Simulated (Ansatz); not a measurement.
Molecule: C3H3F2 (charge 0, doublet). It need not be the lowest isomer of its formula. 
Structure (B3LYP-D3(BJ)/def2-TZVP (Ansatz, a quantum-chemistry and plane-wave program) minimum search):
```
C
C 1 1.3648
F 2 1.3215 1 124.67
F 2 1.3226 3 111.08 1 -180.00
C 1 1.3822 2 124.98 3 0.00
H 5 1.0788 1 120.32 2 180.00
H 5 1.0802 6 118.17 1 -180.00
H 1 1.0827 2 114.65 3 -180.00
```
Charge 0, spin multiplicity 2.

Total electronic energies in hartree. Valence correlation only, unless marked. UHF or UKS for open shells. Spin-orbit coupling is left out. Non-relativistic unless marked X2C. CBS(X,Y): correlation extrapolated as X^-3; Hartree-Fock from the larger set.

The UHF reference is spin-contaminated (<S^2> 0.19 over the pure value in the largest basis). 

| level | program | energy (Eh) |
|---|---|---|
| HF/cc-pVTZ | Ansatz | -314.29052 |
| BLYP-D4/def2-TZVPD | Ansatz + dftd4 | -315.82409 |
| B3LYP-D4/def2-TZVPD | Ansatz + dftd4 | -315.88432 |
| B3LYP/def2-TZVPD | Ansatz | -315.87723 |
| r2SCANh/def2-TZVPD | Ansatz | -315.70896 |
| r2SCAN0/def2-TZVPD | Ansatz | -315.68472 |
| CAM-B3LYP-D3(BJ)/def2-TZVPD | Ansatz + dftd3 | -315.76798 |
| LC-wPBE/def2-TZVPD | Ansatz | -315.68229 |
| wB97M-V/def2-TZVPD | Ansatz | -315.77154 |
| B2GP-PLYP-D3(BJ)/def2-TZVPD | Ansatz + dftd3 | -315.60317 |
| RI-MP2/CBS(cc-pVTZ,cc-pVQZ) | Ansatz | -315.3843 |
| SCS-MP2/cc-pVQZ | Ansatz | -315.31405 |
| CCSD/CBS(cc-pVTZ,cc-pVQZ) | Ansatz | -315.4036 |
| X2C-CCSD(T)/cc-pVTZ-DK | Ansatz | -315.51574 |
| CCSD(T)/CBS(cc-pVTZ,cc-pVQZ) | Ansatz | -315.4481 |

Totals of different functionals don't rank their quality; only differences between species are comparable.
